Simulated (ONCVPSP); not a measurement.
## Ca: ONCV pseudisation with LDA (Perdew-Wang 92), scalar-relativistic reference atom.

The input file (ONCVPSP 4.0.1):

```
# ATOM AND REFERENCE CONFIGURATION
# atsym  z   nc   nv     iexc    psfile
  Ca 20.00    3    3  -001012      upf
#
#   n    l    f
    1    0    2.00
    2    0    2.00
    2    1    6.00
    3    0    2.00
    3    1    6.00
    4    0    0.50
#
# PSEUDOPOTENTIAL AND OPTIMIZATION
# lmax
    2
#
#   l,   rc,      ep,       ncon, nbas, qcut
    0    1.75    0.00    5    9    8.50
    1    1.40    0.00    3    6    8.10
    2    1.45    0.18    4    7    5.60
#
# LOCAL POTENTIAL
# lloc, lpopt,  rc(5),   dvloc0
    4    5    1.25    0.00
#
# VANDERBILT-KLEINMAN-BYLANDER PROJECTORs
# l, nproj, debl
    0    2    1.40
    1    2    0.40
    2    1    2.70
#
# MODEL CORE CHARGE
# icmod, fcfact, rcfact
    0    0.00    0.00
#
# LOG DERIVATIVE ANALYSIS
# epsh1, epsh2, depsh
   -4.00    5.00    0.02
#
# OUTPUT GRID
# rlmax, drl
    6.00    0.01
#
# TEST CONFIGURATIONS
# ncnf
    4
# nvcnf
#   n    l    f
    3
    3    0    2.00
    3    1    6.00
    4    0    2.00
#
    3
    3    0    2.00
    3    1    6.00
    4    0    1.00
#
    3
    3    0    2.00
    3    1    6.00
    4    0    0.00
#
    4
    3    0    2.00
    3    1    6.00
    4    0    0.00
    4    1    2.00
#
```

Command:

```bash
oncvpsp.x < Ca.dat > Ca.out
```

Output (shortened: citation, most of the input echo, consistency checks and plot data are left out):

```
ONCVPSP  (Optimized Norm-Conservinng Vanderbilt PSeudopotential)
scalar-relativistic version 4.0.1

#   n    l    f        energy (Ha)
    1    0    2.00    -1.4513085E+02
    2    0    2.00    -1.5591622E+01
    2    1    6.00    -1.2705614E+01
    3    0    2.00    -2.1239447E+00
    3    1    6.00    -1.4289734E+00
    4    0    0.50    -4.4055120E-01

Reference configufation results
  iterations    26
  all-electron total energy (Ha)   -6.78259770D+02

Begin loop to  construct optimized pseudo wave functions
and semi-local pseudopoentials for all angular momenta

Calculating optimized projector #   1

 for l=   0

    Fraction of norm inside rc  0.904607
    Optimizing pswf for qcut=   8.49 a_B^-1,  ecut=  36.08 Ha
    Residual kinetic energy error=  3.11D-07 Ha

    Energy error per electron        Cutoff
         Ha          eV             Ha
         0.01000     0.27211       17.01
         0.00100     0.02721       22.88
         0.00010     0.00272       27.55
         0.00001     0.00027       31.18

Calculating optimized projector #   2

 for l=   0

    Fraction of norm inside rc  0.058885
    Optimizing pswf for qcut=   8.49 a_B^-1,  ecut=  36.08 Ha
    Residual kinetic energy error=  1.24D-07 Ha

    Energy error per electron        Cutoff
         Ha          eV             Ha
         0.01000     0.27211       12.05
         0.00100     0.02721       19.58
         0.00010     0.00272       25.15
         0.00001     0.00027       29.66

WARNING wellstate: negative energy specified for n= 4 l=  1
WARNING scattering state with energy  0.25000000
WARNING will be used for the first projector

   Wellstate for l =  1  n =  5
     eigenvalue =   0.2500
     asymptotic potential =   0.7500
     half-point radius =  5.9774

Calculating optimized projector #   1

 for l=   1

    Fraction of norm inside rc  0.658389
    Optimizing pswf for qcut=   8.09 a_B^-1,  ecut=  32.73 Ha
    Residual kinetic energy error=  2.80D-06 Ha

    Energy error per electron        Cutoff
         Ha          eV             Ha
         0.01000     0.27211       10.61
         0.00100     0.02721       13.94
         0.00010     0.00272       17.50
         0.00001     0.00027       28.84

Calculating optimized projector #   2

 for l=   1

    Fraction of norm inside rc  0.044800
    Optimizing pswf for qcut=   8.09 a_B^-1,  ecut=  32.73 Ha
    Residual kinetic energy error=  1.14D-06 Ha

    Energy error per electron        Cutoff
         Ha          eV             Ha
         0.01000     0.27211        8.51
         0.00100     0.02721       12.24
         0.00010     0.00272       15.59
         0.00001     0.00027       26.23

WARNING wellstate: moderately localized bound state found for n= 3 l=  2
WARNING scattering state with energy  0.05000000
WARNING will be used for the first projector

   Wellstate for l =  2  n =  4
     eigenvalue =   0.0500
     asymptotic potential =   0.5500
     half-point radius =  5.2956

Calculating optimized projector #   1

 for l=   2

    Fraction of norm inside rc  0.131783
    Optimizing pswf for qcut=   5.59 a_B^-1,  ecut=  15.61 Ha
    Residual kinetic energy error=  3.15D-02 Ha

    Energy error per electron        Cutoff
         Ha          eV             Ha
         0.01000     0.27211       22.30
         0.00100     0.02721       73.30
         0.00010     0.00272       86.53
         0.00001     0.00027      116.48

Construct Vanderbilt / Kleinmman-Bylander projectors

B matrix Hermiticity error, ll=   0
   1   2    1.0402E-04

  Orthonormal projector coefficients  9.5468E+00  9.9436E-01

B matrix Hermiticity error, ll=   1
   1   2   -9.3882E-05

  Orthonormal projector coefficients  3.1883E+00  5.0846E-01

Pseudoatom total energy  -36.269956

Diagnostic tests using Vanderbilt-Kleinman-Bylander pseudopotentials
  1 or more projectors used as specified by nproj input data

   l    rcore       rmatch      e in        delta e   norm test  slope test

   0   1.7505481   1.8036985  -2.1239447  -0.0000000   1.0000846   1.0000845
   0   1.7505481   1.8036985  -0.4405512   0.0000030   1.0000306   1.0000264

   1   1.4029712   1.4455685  -1.4289734  -0.0000005   1.0000781   1.0001108
   1   1.4029712   1.4455685   0.2500000   0.0000042   1.0002170   1.0002170

   2   1.4542419   1.4983958   0.0500000   0.0000029   1.0000021   1.0000021

 Testing for bound ghosts
   n   l    E NL Schr. Eq   E Basis Diag.   E Cutoff

   1   0       -2.123945       -2.123942    114.18
   2   0       -0.440548       -0.381033    114.18

   2   1       -1.428974       -1.428086     78.34

   3   2       -0.448246       -0.427472     87.61

 Testing for highly-localized positive-energy ghosts
       l    <radius>/rc     E Basis Diag.   E Cutoff

Test configuration 0

   n   l     f        eae           eps        diff
   1   0  2.0000 -145.13084818
   2   0  2.0000  -15.59162239
   2   1  6.0000  -12.70561399
   3   0  2.0000   -2.12394472   -2.12394476   -4.57D-08
   3   1  6.0000   -1.42897335   -1.42897389   -5.37D-07
   4   0  0.5000   -0.44055120   -0.44054821    2.99D-06

    Total energies and differences
      AE_ref= -6.78259770D+02  AE_tst= -6.78259770D+02  dif=  0.00D+00
      PS_ref= -3.62699560D+01  PS_tst= -3.62699560D+01  dif= -2.13D-14
      PSP excitation error=  2.13D-14

Test configuration 1

   n   l     f        eae           eps        diff
   1   0  2.0000 -144.71888311
   2   0  2.0000  -15.18174480
   2   1  6.0000  -12.29559536
   3   0  2.0000   -1.72105965   -1.72103747    2.22D-05
   3   1  6.0000   -1.02844786   -1.02845977   -1.19D-05
   4   0  2.0000   -0.14200998   -0.14200819    1.79D-06

    Total energies and differences
      AE_ref= -6.78259770D+02  AE_tst= -6.78691466D+02  dif= -4.32D-01
      PS_ref= -3.62699560D+01  PS_tst= -3.67016640D+01  dif= -4.32D-01
      PSP excitation error=  1.19D-05

Test configuration 2

   n   l     f        eae           eps        diff
   1   0  2.0000 -144.97995205
   2   0  2.0000  -15.44168477
   2   1  6.0000  -12.55561170
   3   0  2.0000   -1.97720153   -1.97719138    1.01D-05
   3   1  6.0000   -1.28331761   -1.28332310   -5.49D-06
   4   0  1.0000   -0.33697446   -0.33697170    2.76D-06

    Total energies and differences
      AE_ref= -6.78259770D+02  AE_tst= -6.78454144D+02  dif= -1.94D-01
      PS_ref= -3.62699560D+01  PS_tst= -3.64643356D+01  dif= -1.94D-01
      PSP excitation error=  5.41D-06

Test configuration 3

   n   l     f        eae           eps        diff
   1   0  2.0000 -145.29315020
   2   0  2.0000  -15.75278605
   2   1  6.0000  -12.86684511
   3   0  2.0000   -2.28120418   -2.28121884   -1.47D-05
   3   1  6.0000   -1.58468448   -1.58468232    2.16D-06

    Total energies and differences
      AE_ref= -6.78259770D+02  AE_tst= -6.78015152D+02  dif=  2.45D-01
      PS_ref= -3.62699560D+01  PS_tst= -3.60253313D+01  dif=  2.45D-01
      PSP excitation error= -6.28D-06

Test configuration 4

   n   l     f        eae           eps        diff
   1   0  2.0000 -144.81679765
   2   0  2.0000  -15.27997654
   2   1  6.0000  -12.39357476
   3   0  2.0000   -1.81709910   -1.81713409   -3.50D-05
   3   1  6.0000   -1.12292556   -1.12299435   -6.88D-05
   4   1  2.0000   -0.08909875   -0.08909912   -3.68D-07

    Total energies and differences
      AE_ref= -6.78259770D+02  AE_tst= -6.78503552D+02  dif= -2.44D-01
      PS_ref= -3.62699560D+01  PS_tst= -3.65137533D+01  dif= -2.44D-01
      PSP excitation error=  1.57D-05
```

The run took about 3.1 s on one core of a shared server CPU.
